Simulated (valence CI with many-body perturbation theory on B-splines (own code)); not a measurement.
# I XLI: electric-dipole lines

Computed by relativistic CI+MBPT: three valence electrons over a frozen Dirac-Fock core [Ne], radial functions for each j: 11 s, 11 p, 9 d, 7 f, 5 g, 2 h, 1 i, with the one-electron correlation potential Σ1 (screened to all orders), the two-electron term Σ2, the three-electron term Σ3, Breit, model QED; selected single and double excitations, second order for the rest (own B-spline code, finite nucleus).

No measured spectrum was set against this ion. As an estimate, large intervals hold to a few tenths of a per cent, small ones and those within an open d or f shell to about a per cent.

Lines 201 to 250 of 283 in falling wavelength, among levels below 569.48 eV, chosen from the strongest by gf and those to the six lowest levels. Wavelengths and rates use the calculated energies. Electric multipoles are in the length gauge, E1 and E2 with the static RPA response of the core. Weak lines are less certain than strong ones. Lines between different terms over intervals too small for the method are left out, as are lines whose strength nearly cancels. The highest levels of a list are the least certain.

Levels are named by their leading jj configuration (3d3/2^4 stands for four electrons in 3d with j = 3/2), which in mixed levels can hold well under half, so a name can repeat and another be missing. Letters in brackets count levels of one name in rising energy.

| λ vac (Å) | Upper | Lower | A (s⁻¹) | S (a.u.) |
| --- | --- | --- | --- | --- |
| 54.68 | (3s 3p3/2 3d3/2) J=5/2 [a] | (3s 3p1/2 3p3/2) J=3/2 [a] | 9.26e+10 | 4.48e-02 |
| 54.62 | (3s^2 3d3/2) J=3/2 | (3s^2 3p1/2) J=1/2 | 3.95e+11 | 1.27e-01 |
| 54.61 | (3s 3p3/2 3d3/2) J=3/2 [b] | (3s 3p1/2 3p3/2) J=3/2 [b] | 1.25e+11 | 4.02e-02 |
| 54.57 | (3s 3p3/2 3d3/2) J=1/2 [b] | (3s 3p1/2 3p3/2) J=1/2 | 1.96e+11 | 3.14e-02 |
| 54.56 | (3s 3p3/2 3d3/2) J=1/2 [a] | (3s 3p1/2 3p3/2) J=3/2 [a] | 2.06e+11 | 3.30e-02 |
| 54.45 | (3s 3d3/2 3d5/2) J=5/2 [a] | (3s 3p1/2 3d5/2) J=5/2 [a] | 1.60e+11 | 7.64e-02 |
| 54.30 | (3s 3d3/2 3d5/2) J=5/2 [a] | (3s 3p1/2 3d3/2) J=3/2 [b] | 3.09e+10 | 1.46e-02 |
| 54.20 | (3p1/2 3p3/2 3d5/2) J=5/2 [a] | (3p1/2^2 3p3/2) J=3/2 | 2.21e+10 | 1.04e-02 |
| 53.82 | (3s 3d3/2^2) J=5/2 | (3s 3p1/2 3d3/2) J=5/2 | 1.95e+11 | 8.99e-02 |
| 53.75 | (3s 3d3/2 3d5/2) J=3/2 [a] | (3s 3p1/2 3d5/2) J=5/2 [a] | 1.76e+11 | 5.39e-02 |
| 53.63 | (3s 3d3/2^2) J=3/2 | (3s 3p1/2 3d3/2) J=3/2 [a] | 1.24e+11 | 3.78e-02 |
| 53.57 | (3s 3p3/2 3d5/2) J=3/2 [a] | (3s 3p1/2 3p3/2) J=5/2 | 2.15e+08 | 6.52e-05 |
| 53.06 | (3s 3p3/2 3d3/2) J=5/2 [b] | (3s 3p1/2 3p3/2) J=3/2 [b] | 1.36e+11 | 6.01e-02 |
| 52.78 | (3s 3p3/2 3d5/2) J=5/2 [a] | (3s 3p1/2 3p3/2) J=5/2 | 1.28e+10 | 5.56e-03 |
| 52.76 | (3p1/2 3p3/2 3d5/2) J=3/2 [b] | (3s 3p1/2 3d3/2) J=3/2 [a] | 9.19e+10 | 2.66e-02 |
| 52.67 | (3s 3p3/2 3d3/2) J=1/2 [b] | (3s 3p1/2 3p3/2) J=3/2 [b] | 2.37e+06 | 3.42e-07 |
| 52.40 | (3s 3d5/2^2) J=9/2 | (3s 3p1/2 3d5/2) J=7/2 | 3.51e+10 | 2.49e-02 |
| 52.14 | (3s 3p1/2 3d5/2) J=3/2 | (3s 3p1/2^2) J=1/2 | 7.10e+10 | 1.99e-02 |
| 51.20 | (3s 3p3/2 3d3/2) J=3/2 [b] | (3s 3p1/2 3p3/2) J=5/2 | 2.97e+08 | 7.87e-05 |
| 51.17 | (3s 3p3/2 3d5/2) J=3/2 [a] | (3s 3p1/2 3p3/2) J=3/2 [a] | 2.07e+08 | 5.47e-05 |
| 51.07 | (3p1/2 3p3/2 3d5/2) J=5/2 [b] | (3p1/2^2 3p3/2) J=3/2 | 2.96e+10 | 1.17e-02 |
| 50.74 | (3s 3p3/2 3d5/2) J=7/2 [a] | (3s 3p1/2 3p3/2) J=5/2 | 5.45e+10 | 2.81e-02 |
| 50.46 | (3s 3p3/2 3d5/2) J=5/2 [a] | (3s 3p1/2 3p3/2) J=3/2 [a] | 1.25e+09 | 4.76e-04 |
| 50.33 | (3s 3d3/2 3d5/2) J=5/2 [a] | (3s 3p1/2 3d3/2) J=5/2 | 3.25e+10 | 1.23e-02 |
| 50.04 | (3s 3p3/2 3d5/2) J=1/2 | (3s 3p1/2 3p3/2) J=3/2 [b] | 1.83e+10 | 2.26e-03 |
| 49.84 | (3s 3p3/2 3d3/2) J=5/2 [b] | (3s 3p1/2 3p3/2) J=5/2 | 6.56e+09 | 2.40e-03 |
| 49.01 | (3s 3p3/2 3d3/2) J=3/2 [b] | (3s 3p1/2 3p3/2) J=3/2 [a] | 5.52e+09 | 1.28e-03 |
| 48.95 | (3s 3p3/2 3d5/2) J=3/2 [b] | (3s 3p1/2 3p3/2) J=3/2 [b] | 7.64e+07 | 1.77e-05 |
| 48.61 | (3s 3p3/2 3d5/2) J=5/2 [b] | (3s 3p1/2 3p3/2) J=3/2 [b] | 4.50e+09 | 1.53e-03 |
| 48.56 | (3s 3p3/2 3d5/2) J=7/2 [b] | (3s 3p1/2 3p3/2) J=5/2 | 1.17e+09 | 5.28e-04 |
| 47.76 | (3s 3p3/2 3d3/2) J=5/2 [b] | (3s 3p1/2 3p3/2) J=3/2 [a] | 1.02e+07 | 3.29e-06 |
| 46.34 | (3s 3p3/2^2) J=1/2 | (3s^2 3p1/2) J=1/2 | 4.28e+09 | 4.20e-04 |
| 46.20 | (3s 3p3/2 3d5/2) J=3/2 [b] | (3s 3p1/2 3p3/2) J=5/2 | 4.58e+09 | 8.91e-04 |
| 46.19 | (3p1/2 3p3/2^2) J=3/2 | (3s 3p1/2^2) J=1/2 | 1.75e+10 | 3.40e-03 |
| 45.90 | (3s 3p3/2 3d5/2) J=5/2 [b] | (3s 3p1/2 3p3/2) J=5/2 | 6.34e+09 | 1.82e-03 |
| 45.84 | (3p1/2 3p3/2^2) J=1/2 | (3s 3p1/2^2) J=1/2 | 2.61e+09 | 2.48e-04 |
| 45.51 | (3s 3p3/2^2) J=3/2 | (3s^2 3p1/2) J=1/2 | 1.85e+08 | 3.45e-05 |
| 45.30 | (3s 3p3/2 3d5/2) J=1/2 | (3s 3p1/2 3p3/2) J=3/2 [a] | 6.35e+08 | 5.83e-05 |
| 45.02 | (3p3/2^3) J=3/2 | (3s 3p1/2 3p3/2) J=3/2 [b] | 1.12e+09 | 2.02e-04 |
| 44.41 | (3s 3p3/2 3d5/2) J=3/2 [b] | (3s 3p1/2 3p3/2) J=3/2 [a] | 9.46e+08 | 1.64e-04 |
| 44.13 | (3s 3p3/2 3d5/2) J=5/2 [b] | (3s 3p1/2 3p3/2) J=3/2 [a] | 3.73e+09 | 9.50e-04 |
| 43.45 | (3s 3p3/2 3d3/2) J=3/2 [a] | (3s 3p1/2^2) J=1/2 | 1.27e+09 | 2.06e-04 |
| 43.33 | (3s 3p3/2 3d3/2) J=1/2 [a] | (3s 3p1/2^2) J=1/2 | 2.80e+08 | 2.25e-05 |
| 42.69 | (3p3/2^3) J=3/2 | (3s 3p1/2 3p3/2) J=5/2 | 1.66e+09 | 2.55e-04 |
| 41.17 | (3s 3p3/2 3d5/2) J=3/2 [a] | (3s 3p1/2^2) J=1/2 | 1.22e+09 | 1.67e-04 |
| 41.15 | (3p3/2^3) J=3/2 | (3s 3p1/2 3p3/2) J=3/2 [a] | 1.73e+08 | 2.38e-05 |
| 39.76 | (3s 3p3/2 3d3/2) J=3/2 [b] | (3s 3p1/2^2) J=1/2 | 6.32e+07 | 7.84e-06 |
| 38.72 | (3s 3p3/2 3d3/2) J=1/2 [b] | (3s 3p1/2^2) J=1/2 | 5.40e+08 | 3.10e-05 |
| 37.28 | (3s 3p3/2 3d5/2) J=1/2 | (3s 3p1/2^2) J=1/2 | 2.20e+09 | 1.12e-04 |
| 36.67 | (3s 3p3/2 3d5/2) J=3/2 [b] | (3s 3p1/2^2) J=1/2 | 5.06e+08 | 4.93e-05 |
